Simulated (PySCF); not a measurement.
Calculated NMR parameters of 1-(4-vinyl-phenyl)-ethanone

| Item | Value |
| --- | --- |
| Formula | C10H10O |
| SMILES | C=Cc1ccc(C(C)=O)cc1 |
| InChI | InChI=1S/C10H10O/c1-3-9-4-6-10(7-5-9)8(2)11/h3-7H,1H2,2H3 |
| Point group of the computed structure | C1 |
| Degrees of unsaturation | 6 |
| Carbon signals | 8 |
| Proton signals | 6 |

Mapped SMILES: `[CH2:1]=[CH:2][c:3]1[cH:4][cH:5][c:6]([C:7]([CH3:8])=[O:9])[cH:10][cH:11]1`. Hydrogens are named by the atom that carries them. Ha(C1) is cis to C3; Hb(C1) is trans to C3.

Calculated, not measured (PySCF 2.14): GFN2-xTB structure, GIAO PBE0/pcSseg-1 shieldings. Gas phase, single conformer, non-relativistic, one averaged value for each set of equivalent atoms.

References, each an isolated molecule treated in the same way: $^{1}$H and $^{13}$C vs TMS; H2O for $^{17}$O.

| carbon | δC, type | δH (multiplicity) | HMBC from (2–3 bonds) | span of the C tensor (ppm) |
| --- | --- | --- | --- | --- |
| C1 | 122.4, CH2 | Hb(C1) 5.80 (m); Ha(C1) 6.46 (m) | H(C2) | 220 |
| C2 | 144.0, CH | 6.90 (m) | H(C4)/H(C11), Ha(C1), Hb(C1) | 213 |
| C3 | 146.0, C | – | H(C5)/H(C10), H(C4)/H(C11), H(C2), Ha(C1), Hb(C1) | 232 |
| C4/C11 | 131.5, CH | 7.79 (d) | H(C5)/H(C10), H(C4)/H(C11), H(C2) | 217 |
| C5/C10 | 135.4, CH | 8.33 (d) | H(C5)/H(C10), H(C4)/H(C11) | 232 |
| C6 | 139.3, C | – | H(C5)/H(C10), H(C4)/H(C11), H(C8) | 203 |
| C7 | 199.5, C | – | H(C5)/H(C10), H(C8) | 200 |
| C8 | 28.6, CH3 | 2.62 (s) | – | 45 |

Other nuclei:
```json
{"atoms": "O9", "nucleus": "$^{17}$O", "environment": "ketone oxygen", "δ (ppm)": "649.5", "σ (ppm)": "-313.4"}
```

- Carbon types of the structure: 3 × C, 5 × CH, 1 × CH2, 1 × CH3, which accounts for all hydrogens.
- δC 199.5: ketone carbonyl carbon; the double bond to the heteroatom, with no lone-pair donor beside it, deshields it most.
- δC 146.0, 139.3: substituted aromatic carbon.
- δC 144.0: alkene CH; as expected for a trigonal carbon in a double bond.
- δC 135.4, 131.5: aromatic CH; the aromatic region.
- δC 122.4: terminal =CH2 carbon; an sp2 carbon of a C=C bond.

Shifts are as computed. Against solution values, carbons near 30 ppm lie about +3 ppm off and those near 130 ppm about +5 ppm. Of 1211 compounds with measured shifts, 218 miss one by over three times the rms of a fit or turn the order of signals round; such compounds aren't used in these exercises. Unscaled 17O shifts of doubly bonded oxygen tend to come out too high, by tens of ppm or more. Experimental scales use liquid or dissolved standards, which lie at an offset from isolated H2O (liquid H2O: subtract about 36 ppm). Multiplicities follow the n + 1 count of equivalent neighbours, as no J values were calculated; m marks all less simple cases, F and P coupling included.
